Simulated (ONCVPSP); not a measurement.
Pseudopotential generation for helium: ONCV, PBE, scalar-relativistic.

* Element: helium
* Generator: ONCVPSP 4.0.1
* Type: optimised norm-conserving Vanderbilt (ONCV)
* Functional: PBE
* Relativity: scalar-relativistic
* Frozen core: none
* Valence charge: 2
* Reference configuration: 1s2
* Partial waves: 1s: rc 0.70 bohr, ncon 4, nbas 7, qcut 7.5 1/bohr, 2 projectors, debl 1.5 Ha; p scattering state at 0.09 Ha: rc 0.60 bohr, ncon 3, nbas 7, qcut 13 1/bohr, 2 projectors, debl 1.8 Ha
* Local potential: polynomial inside 0.50 bohr (lpopt 4, dvloc0 2 Ha)
* Core correction: none

**Question.** Does the generator finish with these settings?

**Answer.** Yes, a potential is produced and its reference levels are reproduced.

**Question.** Estimate the cutoffs (Ha) at which the residual kinetic energy of the hardest occupied pseudo-wave falls to 1 and 0.1 mHa per electron.

**Answer.** 190 Ha and 246 Ha.

**Question.** What does a ghost test show?

**Answer.** No bound ghost flagged; GHOST(+) flags only above 600 eV.

**Question.** Tests: 1s1; 1s1.5. Which has the largest error in its energy relative to the reference configuration, and how large is it?

**Answer.** 1s1, with +32 meV (all-electron minus pseudo) on +26.96 eV.
